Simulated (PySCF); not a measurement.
# A parent and its derivatives

Computed with TDDFT CAM-B3LYP/def2-SVPD, vertical, gas phase, core orbitals frozen in the response, def2 core potentials past Kr in PySCF. Geometries: PBE0-D3(BJ)/def2-SVP; one conformer of each isolated species. Triplets are in the Tamm–Dancoff approximation. Atoms past krypton carry core potentials; spin–orbit coupling is left out.

Parent: `[S]=[Ta]([Cl])([Cl])[Cl]` (TaSCl3), with lowest singlet excitation energy 3.74 eV, S1–T1 gap 0.41 eV, HOMO energy -9.67 eV, lowest triplet energy 3.33 eV. Its spectrum: 331 nm (f 0.000); 313 nm (f 0.010 summed over 2 states); 294 nm (f 0.016); 262 nm (f 0.000); 255 nm (f 0.001 summed over 2 states).

Shifts from the parent:

| change | SMILES | Δ S1 (eV) | Δ S1−T1 (eV) | Δ HOMO (eV) | Δ T1 (eV) |
| --- | --- | --- | --- | --- | --- |
| ligand (all three): Cl to NH2 | [NH2][Ta]([NH2])([NH2])=[S] | +0.84 | +0.12 | +1.22 | +0.72 |
| ligand (all three): Cl to SMe | C[S][Ta](=[S])([S]C)[S]C | +0.04 | -0.02 | +1.29 | +0.06 |
| ligand (all three): Cl to F | [F][Ta]([F])([F])=[S] | +0.48 | +0.12 | -0.09 | +0.36 |
| ligand (all three): Cl to OH | [OH][Ta]([OH])([OH])=[S] | +0.81 | +0.14 | +0.83 | +0.66 |
| ligand (all three): Cl to Me | [CH3][Ta]([CH3])([CH3])=[S] | +0.21 | +0.02 | +1.07 | +0.19 |

**Question.** Predict the same shifts for this change: ligand (all three): Cl to OMe (`C[O][Ta](=[S])([O]C)[O]C`).

**Answer.** Δ lowest singlet excitation energy +0.88 eV, Δ S1–T1 gap +0.15 eV, Δ HOMO energy +1.27 eV, Δ lowest triplet energy +0.73 eV. Spectrum: 268 nm (f 0.000); 255 nm (f 0.007 summed over 2 states); 216 nm (f 0.001); 215 nm (f 0.005); 213 nm (f 0.069). All changes raise S1, and it rises most with ligand (all three): Cl to OMe (+0.88 eV). S1 is simply the lowest singlet of each species and needn't be the same kind of state throughout. Over these 6 changes the shifts of S1 and of the HOMO–LUMO gap correlate with r = 0.94.

Lowest levels of each derivative:
- `[NH2][Ta]([NH2])([NH2])=[S]`: 4.58 eV (f 0.000); 4.81 eV (f 0.000 summed over 2 states); 5.09 eV (f 0.000)
- `C[S][Ta](=[S])([S]C)[S]C`: 3.78 eV (f 0.009); 3.84 eV (f 0.007); 3.90 eV (f 0.007)
- `C[O][Ta](=[S])([O]C)[O]C`: 4.62 eV (f 0.000); 4.86 eV (f 0.007 summed over 2 states); 5.74 eV (f 0.001)
- `[F][Ta]([F])([F])=[S]`: 4.22 eV (f 0.000); 4.48 eV (f 0.003 summed over 2 states); 5.15 eV (f 0.029)
- `[OH][Ta]([OH])([OH])=[S]`: 4.55 eV (f 0.000); 4.78 eV (f 0.003 summed over 2 states); 5.71 eV (f 0.001 summed over 2 states)
- `[CH3][Ta]([CH3])([CH3])=[S]`: 3.95 eV (f 0.000); 4.16 eV (f 0.003 summed over 2 states); 4.69 eV (f 0.036)
